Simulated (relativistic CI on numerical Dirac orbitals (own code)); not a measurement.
How well does a small relativistic CI reproduce Eu²⁺?

Computed by Dirac-Coulomb-Breit CI, separate exchange-only KLI orbitals for each configuration, model QED, valence Slater integrals scaled by 0.85, configuration energies shifted to the measured levels that pair with them (semi-empirical) (own radial code, finite nucleus).

CI space (outside the closed core [Xe]): 4f7, 4f6 5d, 4f6 6s, 4f6 6p, 4f5 6s2, 4f6 7s, 4f6 7p. Levels of other configurations are missing.

```
Configuration  Term (tabulated)     J  Measured (cm⁻¹)  Computed  Error  Purity (%)
          4f7               8S°   7/2              0.0         0      0          98
          4f7               6P°   7/2          28200.1     28092   -108          78
          4f7               6I°  17/2          32073.3     30954  -1120          96
          4f7               6I°  11/2          32179.5     31096  -1084          97
          4f7               6I°  15/2          32307.8     31206  -1102          98
       4f6 5d                8D   3/2          35627.4     34775   -852          66
       4f6 5d                8D   7/2          38229.1     36823  -1406          90
       4f6 5d                8D   9/2          39225.7     37806  -1420          93
       4f6 5d                8P   5/2          39769.1     41378   1609          91
       4f6 5d                8D  11/2          40133.1     38767  -1366          94
       4f6 5d                8P   7/2          40870.6     42599   1728          63
       4f6 5d                8P   9/2          42084.2     43443   1359          95
       4f6 5d                6P   7/2          42530.9     41958   -573          61
       4f6 5d                8F  13/2          42850.1     42085   -765          57
       4f6 5d                6H   5/2          43395.8     43235   -161          94
       4f6 5d                6H   7/2          43885.3     43831    -54          94
       4f6 5d                6H   9/2          44553.8     44539    -15          94
       4f6 5d                6H  11/2          45313.8     45329     15          93
       4f6 6s                8F   1/2          46096.4     46016    -81          89
       4f6 5d                6H  13/2          46150.8     46183     32          90
       4f6 6s                8F   3/2          46519.3     46507    -13          67
       4f6 5d                6H  15/2          47069.9     47104     34          86
       4f6 6s                8F   5/2          47173.3     47168     -6          74
       4f6 6s                6F   1/2          48259.6     48555    295          92
       4f6 6s                6F   3/2          48828.9     49189    360          93
       4f6 6s                8F   9/2          48925.2     48851    -74          71
       4f6 5d                6F  11/2          49086.1     50521   1435          85
       4f6 6s                6F   5/2          49610.8     50072    461          94
       4f6 5d                6G   5/2          49905.6     50779    873          79
       4f6 6s                8F  11/2          49926.0     49877    -49          96
       4f6 5d                6D   9/2          49956.7     50433    476          56
       4f6 6s                6F   7/2          50805.6     51093    287          95
       4f6 6s                8F  13/2          50965.3     50900    -65          96
       4f6 6s                6F   9/2          51848.2     52218    370          58
       4f6 6s                6F  11/2          52960.1     53317    357          95
```

Measured levels from Martin, Zalubas and Hagan, Atomic Energy Levels: The Rare-Earth Elements, NSRDS-NBS 60 (1978); pairs were made by configuration, J and term (by order where the table uses no LS term), so strongly mixed levels may be paired wrongly. Some J values or terms of the table were assigned by a fit.

Mean error by configuration (cm⁻¹): 4f7 -853; 4f6 5d 53; 4f6 6s 154. Over the excited levels the mean absolute error is 588 cm⁻¹ (34 of the 51 excited levels that our extract of the source holds in range could be paired, and the others can miss by more), and the median relative error of those above 1,000 cm⁻¹ is 0.73 %, both after the shifts were fitted to these levels, so that a configuration with one level shows no error. Some levels of the ground configuration have no partner.

Configurations whose levels could be paired with our table of measured levels were shifted onto them, all but the ground configuration, by the median error of their levels; single terms can still be off by 1,000 to 2,000 cm⁻¹ or more, and rates follow the energies as ν³ (E1, M1) or ν⁵ (E2). The others borrow a shift and can be off by several thousand cm⁻¹ or more. The fine structure of a lone outer electron comes out too small, for d and f at times inverted, and misplaced configurations move strength between like terms. 34 of the 51 excited levels that our extract of the measured tables holds in this range could be paired (the sources list more); they are missed by 588 cm⁻¹ on average and 1728 at most, after the shifts were fitted to these levels, and levels without a partner can miss by more. Some levels of the ground configuration have no partner and can miss by 10 % or more.

Shifts applied (cm⁻¹): 4f7 0; 4f6 5d 13643; 4f6 6s 11454.
